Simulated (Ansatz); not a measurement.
Ansatz (a quantum-chemistry and plane-wave program) input for C₃H₅N₂, SMILES c1cc[nH+][nH]1, charge +1, PBE/def2-SVPD. Geometry optimised at TPSSh-D3(BJ)/def2-SVP. The isomer is the one that the SMILES or the coordinates give; other isomers of the formula were not compared.

Ansatz 0.2 input:
```yaml
crystal:
  periodic: [false, false, false]
  atoms:
    - {symbol: C, position_ang: [0.00000000, -0.00000006, 1.23681078]}
    - {symbol: C, position_ang: [0.00000000, -1.11354822, 0.39650506]}
    - {symbol: N, position_ang: [0.00000000, -0.67194762, -0.87461736]}
    - {symbol: N, position_ang: [0.00000000, 0.67194771, -0.87461728]}
    - {symbol: C, position_ang: [0.00000000, 1.11354817, 0.39650518]}
    - {symbol: H, position_ang: [0.00000000, -0.00000012, 2.32354439]}
    - {symbol: H, position_ang: [0.00000000, -2.17962841, 0.61528022]}
    - {symbol: H, position_ang: [0.00000000, -1.20463573, -1.74419443]}
    - {symbol: H, position_ang: [0.00000000, 1.20463591, -1.74419431]}
    - {symbol: H, position_ang: [0.00000000, 2.17962834, 0.61528044]}
basis:
  gaussian:
    orbitals: def2-SVPD
hamiltonian:
  xc: {name: PBE}
total_charge: 1
```

Program output:

```
WARN ansatz: RAYON_NUM_THREADS=1 ignored (pool sized by the plan → 1); use --threads N
Functional definition: PBE
integrals: 0.06 GiB planned
1177 factors; their error is unknown
mean field: 0.49 GiB planned
mean field evaluation 1: about -6140.5326 eV, gradient 7.3e1 eV
mean field evaluation 2: about -6123.8994 eV, gradient 1.1e2 eV
mean field evaluation 4: about -6153.2041 eV, gradient 1.4e1 eV
mean field evaluation 8: about -6153.6350 eV, gradient 1.5e-1 eV
mean field evaluation 16: about -6153.5510 eV, gradient 1.7e-4 eV
mean field -6153.55095115 eV, -226.1388264282 hartree, gradient 7.4e-6 eV, S^2 0.000000; 0 other end points of the search recorded, 0 dependent functions left out
reference -6153.55098486 eV, -226.1388276668 hartree; 18, 18 occupied and 122, 122 virtual orbitals, 1177 factors
Total energy: -6153.55098486 eV, -226.1388276668 hartree
```

Self-consistency was reached.

Cost: around 3 core-seconds (rough).
